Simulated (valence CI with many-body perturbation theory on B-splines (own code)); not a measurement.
**P III: what the settings do**

Computed by valence CI with perturbative core correlation (CI+MBPT): three valence electrons over a frozen Dirac-Fock core [Ne], a basis of 6 s, 6 p, 5 d, 3 f, 1 g functions for each j, with the one-electron correlation potential Σ1, the two-electron term Σ2, the three-electron term Σ3, Breit, model QED; selected CI, second order for the rest, scaled by the run's own slope (own B-spline code, finite nucleus).

Set against measurement, 10 paired levels are off by 126 cm⁻¹ on average, the worst by 199. These come from a selection out of Martin, Zalubas and Musgrove, J. Phys. Chem. Ref. Data 14, 751 (1985). Levels without a partner in it may be off by more.

The reference run has the lowest level 3s2 3p 2P°_1/2 and an ionisation energy of 30.1868 eV. Its largest variational space holds 4896 state functions.

Changed runs:
A. correlating orbitals by l 3 3 3 2 1 → 4 4 3 0 0
B. size limit of the variational space 10000 → 6000
C. hole-hole ladder in Σ2 on → off; orbitals per symmetry with explicit Σ2 and valence Breit (the others get mean screening factors) 5 → 3
D. scale of Σ2 1 → 3 (bad on purpose)

Excitation energies of the reference run in cm⁻¹, and shifts in cm⁻¹:

```csv
Level,Reference,A,B,C,D
3s2 3p 2P°_3/2,560,-1.3,0,+0.4,+0.3
3s 3p2 4P_1/2,56724,-338,0,-8.3,+1250
3s 3p2 4P_3/2,56928,-338,0,-8.2,+1250
3s 3p2 4P_5/2,57257,-338,0,-8.3,+1249
3s 3p2 2D_3/2,74866,+542,0,+1.7,+383
3s 3p2 2D_5/2,74896,+543,0,+1.5,+378
3s 3p2 2S_1/2,100399,+1529,0,+20,-989
3s 3p2 2P_1/2,109186,+895,0,+13,-3212
3s 3p2 2P_3/2,109563,+894,0,+13,-3216
3s2 3d 2D_3/2,117103,+2888,+0.1,-13,-2345
3s2 3d 2D_5/2,117115,+2890,+0.3,-13,-2346
3s2 4s 2S_1/2,117838,-542,0,-20,-1869
Ionisation energy (eV),30.1868,-0.0753,0,-0.0019,-0.2493
```
